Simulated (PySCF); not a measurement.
**Exercise with solution: chemical shift, span and skew from a shielding tensor**

ZnF2, SMILES [F][Zn][F]. Atoms are numbered in the order given.

```xyz
3

Zn     0.0000     0.0000     0.0000
F      0.0000     0.0000    -1.7317
F      0.0000     0.0000     1.7317
```

Geometry optimised at PBE0-D3(BJ)/def2-TZVP. The isomer is the one that the SMILES or the coordinates give; other isomers of the formula were not compared.

GIAO shieldings from HF/pcSseg-2 run with PySCF, non-relativistic, no solvent. The symmetric part of the tensor of F2 has the principal values 490.2, 500.5, 500.5 ppm. The same nucleus in CFCl3 has σ = 237.3 ppm at this level (PySCF, at its B3LYP-D3(BJ)/def2-TZVP geometry).

### Question
Work out the isotropic shielding, the ¹⁹F shift against CFCl3, the span and the skew.

### Answer

σ(iso) = (σ11 + σ22 + σ33)/3 = 497.1 ppm. δ = σ(ref) − σ(iso) = 237.3 − (497.1) = -259.8 ppm.
Span Ω = σ33 − σ11 = 10.3 ppm. Skew κ = 3(σ(iso) − σ22)/Ω = -1.00, an axial tensor. Tumbling in solution averages the tensor to δ; in a static solid the shielding alone would spread this spin-1/2 line over Ω.
